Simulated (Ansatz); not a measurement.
**A geometry optimisation of BFGeH2P+ with B3LYP-D3(BJ)/def2-SVP**

The starting geometry of this gas-phase singlet was optimised with GFN2-xTB.

```yaml
atoms:
  - { symbol: B, position_ang: [-1.8803, -1.8632, -2.2775] }
  - { symbol: F, position_ang: [-2.5870, -1.2629, -3.1148] }
  - { symbol: Ge, position_ang: [-1.4469, -1.2298, 0.7108] }
  - { symbol: P, position_ang: [-0.5880, -2.4052, -1.2244] }
  - { symbol: H, position_ang: [-0.7810, -3.7794, -1.0908] }
  - { symbol: H, position_ang: [-1.7242, 0.0211, -0.2897] }
```

Task: Predict what becomes of its bonds when it is optimised with B3LYP-D3(BJ)/def2-SVP.

Result: A new bond forms, giving a structure given below by its coordinates. Distances that change by over a tenth: Ge3–H6 (1.63 → 2.01 Å). Contacts that close: B1–H6 (2.74 → 1.29 Å).

The energy falls by 0.66 eV over 20 steps:

```csv
step,E − E(last) (eV)
1,0.657
3,0.590
5,0.568
7,0.526
9,0.301
12,0.027
14,0.009
16,0.000
18,0.000
20,0.000
```

Final geometry (Å):

```xyz
6

B    -1.8418   -1.3249   -1.8167
F    -2.5947   -1.2251   -2.8622
Ge   -1.3571   -1.2400    0.7005
P    -0.6270   -2.5064   -1.0771
H    -0.7491   -3.9096   -1.2117
H    -1.8379   -0.3134   -1.0191
```

Frequencies at the end are all real (lowest 119 cm⁻¹). Run with Ansatz 0.2.0, 120 s on 2 threads of Intel(R) Xeon(R) Processor @ 2.50GHz (Skylake/Cascade Lake), with other jobs on the host.
